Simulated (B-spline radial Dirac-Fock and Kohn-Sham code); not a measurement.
Calculated with a B-spline atomic structure program, using Dirac-Hartree-Slater photoionisation with all multipoles and Dirac-Fock thresholds. Kinetic energies are from the vacuum level. Open shells are spread statistically over j, without multiplet splitting. Without correlation, outer binding energies are uncertain by a few eV, most for open f shells.

Question: A free atom or ion in its tabulated ground configuration is ionised with 504 eV photons and gives these photoelectron lines. Identify it and assign the lines.

```
kinetic energy (eV)  relative cross section
              283.9                    24.5
              332.9                    24.1
              342.6                    54.9
              422.1                    67.3
              423.5                   100.0
              457.9                     4.2
              467.2                    0.58
              468.3                     1.3
```

Answer: Te³⁺, [Kr] 4d10 5s2 5p1. Binding energies are hν less the kinetic energy: 4s 220.1 eV, 4p1/2 171.1 eV, 4p3/2 161.4 eV, 4d3/2 81.92 eV, 4d5/2 80.46 eV, 5s 46.12 eV, 5p1/2 36.81 eV, 5p3/2 35.66 eV.

Question: A free atom or ion in its tabulated ground configuration is ionised with Cu Kα (8047.8 eV) photons and gives these photoelectron lines. Identify it and assign the lines.

| kinetic energy (eV) | relative cross section |
| --- | --- |
| 5424.9 | 46.5 |
| 5662.0 | 57.0 |
| 5917.9 | 100.0 |
| 6314.0 | 49.9 |
| 6368.6 | 66.5 |
| 7488.1 | 12.1 |
| 7585.8 | 12.9 |
| 7644.1 | 21.9 |
| 7804.6 | 9.5 |
| 7815.3 | 12.5 |
| 7960.8 | 2.1 |
| 7991.6 | 1.8 |
| 7999.4 | 3.0 |
| 8014.7 | 0.66 |
| 8016.4 | 0.81 |
| 8034.5 | 0.27 |

Answer: Hf⁺, [Xe] 4f14 5d1 6s2. Binding energies are hν less the kinetic energy: 3s 2622.9 eV, 3p1/2 2385.8 eV, 3p3/2 2129.9 eV, 3d3/2 1733.8 eV, 3d5/2 1679.2 eV, 4s 559.7 eV, 4p1/2 462.0 eV, 4p3/2 403.7 eV, 4d3/2 243.2 eV, 4d5/2 232.5 eV, 5s 86.96 eV, 5p1/2 56.25 eV, 5p3/2 48.36 eV, 4f5/2 33.09 eV, 4f7/2 31.44 eV, 6s 13.35 eV.
